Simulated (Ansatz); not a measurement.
Reactions of C₂H₁₀AlBSi (`[CH3][Al]([CH3])[BH][SiH3]`).

Gas-phase electronic energies from Ansatz, PBE0-D4/def2-TZVP geometries. CCSD(T)/CBS adds triple-zeta CCSD(T) − MP2 to the extrapolated MP2 energy (def2 sets, frozen cores). This one scheme is used for every species. Functionals use def2-TZVPP. For Br, Ga outer-core shells are correlated without core-valence functions, which leaves a few kJ/mol of doubt a bond. Scalar relativity is left out up to krypton. Each species was taken in one conformer, which may not be the lowest.

```tsv
reaction	ωB97M-V (eV)	PBE0-D4 (eV)	MP2/CBS(def2) (eV)	B2PLYP (eV)
`[CH3][Al]([CH3])[BH][SiH3]` + `C[O][Ga]([OH])[Br]` → `C[O][Ga]([Br])[O][SiH3]` + `[BH2][Al]([CH3])[CH3]`	-1.06	-0.88	-1.13	-1.10
`[CH3][Al]([CH3])[BH][SiH3]` + `N[SiH3]` → `[SiH3]BN[SiH3]` + `[CH3][AlH][CH3]`	-1.68	-1.59	-1.69	-1.66
`[CH3][Al]([CH3])[BH][SiH3]` + `C#CN[SiH3]` → `C#[C][Al]([CH3])[CH3]` + `[SiH3]BN[SiH3]`	-2.90	-2.69	-3.01	-2.89
`[CH3][Al]([CH3])[BH][SiH3]` + `OBF` → `FBO[SiH3]` + `[BH2][Al]([CH3])[CH3]`	-0.92	-0.73	-0.99	-0.97
`[CH3][Al]([CH3])[BH][SiH3]` + `N[SiH2]F` → `F[SiH2]B[SiH3]` + `[CH3][Al]([CH3])[NH2]`	-0.32	-0.31	-0.32	-0.34
```

Q: Give the CCSD(T)/CBS values in the same order. (Estimate.)

A: Computed: -1.05, -1.61, -2.92, -0.91, -0.32 eV.

Largest T1 diagnostic: 0.014, for `[SiH3]BN[SiH3]`.
